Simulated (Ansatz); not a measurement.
`S[SiH]1C[SiH2]1` + H₂ → `C1[SiH2][SiH2]1` + H₂S at 600 K and 1 bar (hydrogenolysis of the Si–S bond).

Program: Ansatz. Geometries: PBE0-D4/def2-TZVP. ΔE: electronic, gas phase. CCSD(T)/CBS is the MP2 limit (def2-TZVPP, def2-QZVPP) plus CCSD(T) − MP2 in def2-TZVPP, frozen cores. This one scheme is used for every species. Each species was taken in one conformer, which may not be the lowest.

```csv
species,CCSD(T)/CBS energy (Eh),H − E (kJ/mol),S (J/(mol·K))
`S[SiH]1C[SiH2]1`,-1017.58297,223.0,435.9
H₂,-1.17544,43.9,150.8
`C1[SiH2][SiH2]1`,-619.77066,205.5,367.8
H₂S,-398.97279,60.8,230.9
```

H − E and S are ideal-gas, rigid-rotor, harmonic terms from PBE0-D4/def2-TZVP, for one conformer and one mirror image of each species. The MP2-based limit puts H₂ 0.8 mEh under its directly extrapolated value; such offsets cancel only in part. 1 Eh = 2625.50 kJ/mol, R = 8.31446 J/(mol·K).

By hand: ΔE, ΔH, ΔS and ΔG.

ΔE = (-619.77066) + (-398.97279) − (-1017.58297) − (-1.17544) = 0.01496 Eh = 39.3 kJ/mol. Δ(H − E) = 205.5 + 60.8 − 223.0 − 43.9 = -0.6, so ΔH = 38.7 kJ/mol. ΔS = 367.8 + 230.9 − 435.9 − 150.8 = 12.0 J/(mol·K). ΔG = 38.7 − 600 × (12.0)/1000 = 31.5 kJ/mol.

By hand: the equilibrium constant, and the temperature at which ΔG would vanish if ΔH and ΔS stayed fixed.

log₁₀ K = −ΔG/(RT ln 10) = -2.7. ΔG = 0 at ΔH/ΔS = 3225 K, far beyond where these terms or the molecules hold.

The number of gas molecules stays the same, so ΔS is small and ΔH decides. A doubt of 5 kJ/mol in ΔE shifts log₁₀ K by 0.4 here. Other conformers and mirror images would add mixing entropy, several J/(mol·K) or more a flexible species. These are equilibria of isolated gas molecules and say nothing of rates. Largest T1 diagnostic: 0.013 (customary marks: 0.02 for closed shells, 0.045 for open ones).
